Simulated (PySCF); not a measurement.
**Radial density of Ti¹¹⁺ (titanium, charge +11)**

UHF, [Ne] 3s1, 2S determinant. Computed with PySCF 2.14 in an uncontracted even-tempered set (19 s from 0.59 bohr⁻², ratio 2.5; 12 p from 0.76 bohr⁻², ratio 2.5; 5 d from 3.3 bohr⁻², ratio 2.7; 4 f from 5 bohr⁻², ratio 2.7), with the spin-free X2C one-electron Hamiltonian (Gaussian nucleus).

```json
{"r (bohr)": "0.00124", "4πr²ρ (e/bohr)": "0.1700", "4πr²(ρα − ρβ)": "0.0014"}
{"r (bohr)": "0.00208", "4πr²ρ (e/bohr)": "0.4403", "4πr²(ρα − ρβ)": "0.0036"}
{"r (bohr)": "0.00350", "4πr²ρ (e/bohr)": "1.115", "4πr²(ρα − ρβ)": "0.0092"}
{"r (bohr)": "0.00589", "4πr²ρ (e/bohr)": "2.719", "4πr²(ρα − ρβ)": "0.0223"}
{"r (bohr)": "0.00990", "4πr²ρ (e/bohr)": "6.204", "4πr²(ρα − ρβ)": "0.0504"}
{"r (bohr)": "0.0167", "4πr²ρ (e/bohr)": "12.63", "4πr²(ρα − ρβ)": "0.0997"}
{"r (bohr)": "0.0280", "4πr²ρ (e/bohr)": "21.23", "4πr²(ρα − ρβ)": "0.1532"}
{"r (bohr)": "0.0471", "4πr²ρ (e/bohr)": "26.07", "4πr²(ρα − ρβ)": "0.1345"}
{"r (bohr)": "0.0793", "4πr²ρ (e/bohr)": "21.41", "4πr²(ρα − ρβ)": "0.0121"}
{"r (bohr)": "0.133", "4πr²ρ (e/bohr)": "19.61", "4πr²(ρα − ρβ)": "0.1488"}
{"r (bohr)": "0.224", "4πr²ρ (e/bohr)": "26.95", "4πr²(ρα − ρβ)": "0.4864"}
{"r (bohr)": "0.377", "4πr²ρ (e/bohr)": "15.41", "4πr²(ρα − ρβ)": "-0.0102"}
{"r (bohr)": "0.635", "4πr²ρ (e/bohr)": "2.844", "4πr²(ρα − ρβ)": "1.1702"}
{"r (bohr)": "1.07", "4πr²ρ (e/bohr)": "0.9525", "4πr²(ρα − ρβ)": "0.9420"}
{"r (bohr)": "1.80", "4πr²ρ (e/bohr)": "0.02579", "4πr²(ρα − ρβ)": "0.0258"}
{"r (bohr)": "3.02", "4πr²ρ (e/bohr)": "2.540e-05", "4πr²(ρα − ρβ)": "0.0000"}
```

Densities and radii are taken from the X2C orbitals without a picture-change correction, which distorts them close to the nucleus.

(1) Where is the radial spin density 4πr²(ρα − ρβ) most negative, and why is it negative at all?

## Answers

(1) Around r = 0.377 bohr, down to -0.0102 e/bohr: exchange with the open shell polarises the paired shells in an unrestricted calculation.
